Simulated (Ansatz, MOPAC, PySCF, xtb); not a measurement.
Noncovalent pair: HBr (SMILES Br) (first 2 atoms) with H4OSi (SMILES O[SiH3]); geometry from B3LYP-D3(BJ)/def2-TZVP, rigid monomers moved along the line of their centres of mass till Br1···H5 is 3.15 Å.
(charge 0, multiplicity 1):
```csv
atom,x (Å),y (Å),z (Å)
Br,-0.4673,-1.3769,-0.0963
H,0.4134,-0.3081,0.2541
O,-0.9861,0.0493,3.5655
Si,0.6136,0.3857,3.7664
H,-1.2333,-0.5387,2.8443
H,1.3973,-0.8070,4.1680
H,0.6954,1.4246,4.8105
H,1.2158,0.9054,2.5060
```

```
level                                interaction energy (kJ/mol)  minus CCSD(T)/CBS(def2-SVPD, def2-TZVPPD)   cost
-----------------------------------  ---------------------------  -----------------------------------------  -----
GFN-FF                                                      -4.9                                        3.0      -
PM6                                                         -4.4                                        3.5      -
PM7                                                         -1.6                                        6.4      -
GFN1-xTB                                                    -7.3                                        0.7      -
HF/STO-3G (no counterpoise)                                 -0.4                                        7.6      -
PBE-D3(BJ)/def2-TZVPPD                                     -10.9                                       -2.9     ×1
r2SCAN/def2-TZVPPD                                          -7.9                                        0.1     ×2
B3LYP/3-21G (no counterpoise)                               -9.1                                       -1.1      -
B3LYP/6-31G*                                                -4.2                                        3.8      -
B3LYP/6-31G* (no counterpoise)                              -5.9                                        2.0      -
B3LYP/LANL2DZ (no counterpoise)                             -4.0                                        3.9      -
B3LYP-D3(BJ)/def2-TZVPPD                                   -10.4                                       -2.4     ×1
B3LYP-D4/def2-TZVPPD                                        -9.2                                       -1.3     ×1
M06-2X/6-31G* (no counterpoise)                             -8.6                                       -0.6      -
MP2/6-31G* (no counterpoise)                                -8.3                                       -0.4      -
MP2/def2-SVPD                                               -7.5                                        0.5      -
SCS-MP2/def2-TZVPPD                                         -6.5                                        1.4      -
CCSD/def2-TZVPPD                                            -6.8                                        1.2      -
CCSD(T)/def2-SVPD                                           -7.3                                        0.7     ×3
CCSD(T)/CBS(def2-SVPD, def2-TZVPPD)                         -8.0                                        0.0  ×100*
```

 The comparison column counts from a level with limits of its own.

The rows run from -10.9 (PBE-D3(BJ)/def2-TZVPPD) to -0.4 kJ/mol (HF/STO-3G (no counterpoise)).

Interaction energies are E(AB) − E(A) − E(B) at the monomers' geometry in the complex; basis-set methods are counterpoise corrected. Rows marked so take none.

Frozen-core correlation. Filled d and f shells under p-block atoms count as core. CBS: X⁻³ extrapolation of the correlation energy, Hartree–Fock from the larger set. Rows in 3-21G, 6-31G*, LANL2DZ, STO-3G carry no dispersion term and start afresh at each structure (6-31G* with six Cartesian d functions); the Pople sets are all-electron and without relativity. MP2/6-31G* freezes PySCF's default core, which leaves 3d correlated. LANL2DZ brings its own core potentials from Na on. The state reached by PM6, PM7 isn't checked; PM7 holds dispersion and hydrogen-bond terms.

Codes used: Ansatz (a first-principles code) with Gaussian orbitals; MOPAC for PM6, PM7 (differences of heats of formation); PySCF for 3-21G rows, 6-31G* rows, LANL2DZ rows, STO-3G rows, the dispersion terms; xtb for the GFN methods. Each number belongs to the level named beside it.

Costs are rough ratios of core time to PBE/def2-TZVPPD (about 5 s over the structures, on one shared machine); a dash marks a level with no comparable run of its own. A star marks coupled-cluster runs past 200 virtual orbitals, where the program's memory plan changes under this machine's limit, so their costs aren't comparable with smaller runs.
